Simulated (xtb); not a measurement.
H$_{18}$CoN$_{6}$ (SMILES [NH3]->[Co+3](<-[NH3])(<-[NH3])(<-[NH3])(<-[NH3])<-[NH3]), charge +3, singlet, at a GFN2-xTB geometry (such geometries of metal compounds can be far from the true shape), atoms displaced at random by about 0.05 Å a coordinate. Base run: GFN2-xTB (xtb).

The xtb input:
```
$ xtb mol.xyz --gfn 2 --chrg 3 --opt --json

# file mol.xyz
25

Co    -0.01135919    -0.02389148    -0.01710440
N     -1.60715967    -0.99279989     0.39416984
H     -2.53774110    -0.46856637     0.96574243
H     -1.57682600    -1.81269316     1.16036910
H     -2.05522304    -1.50615994    -0.44862636
N     -0.46908804     0.00723587    -1.88273895
H     -1.47840543    -0.03313961    -2.21707211
H     -0.10179442    -0.87175394    -2.44666220
H     -0.16213254     0.73402503    -2.38515528
N      0.38123002     0.10032382     2.01864065
H      0.87062232    -0.70772239     2.26944314
H     -0.45244988     0.10827802     2.63198896
H      0.98554080     0.88047192     2.13912070
N      1.67464482     0.91372979    -0.39090681
H      1.69384041     1.94551928    -0.15322775
H      1.92925743     0.94686998    -1.31397461
H      2.51970107     0.56946616     0.13686426
N      1.01063491    -1.74859676    -0.27088271
H      1.42225359    -2.08010889     0.58658603
H      1.84151320    -1.74558864    -0.90570750
H      0.32864324    -2.49856248    -0.57297711
N     -0.93349461     1.80589412     0.20119579
H     -0.63068735     2.38848343    -0.48932900
H     -1.01380188     2.11776279     1.10350467
H     -1.94341464     1.70253811    -0.19297790
```

The base run was repeated with changes; each row names its change, and settings that it needs were set with it.

```csv
change,ΔE vs base (kcal/mol),optimiser steps
base,0.000,9
engine = inertial,0.024,-
opt level = extreme,-0.064,59
alpb = ether,[?],9
opt level = lax,0.002,8
opt level = crude,0.032,6
opt level = loose,0.007,7
engine = lbfgs,0.001,-
opt level = tight,0.000,10
```

Problem. Some entries are withheld; supply them.

Solution. 
- alpb = ether, ΔE vs base (kcal/mol): -331.8
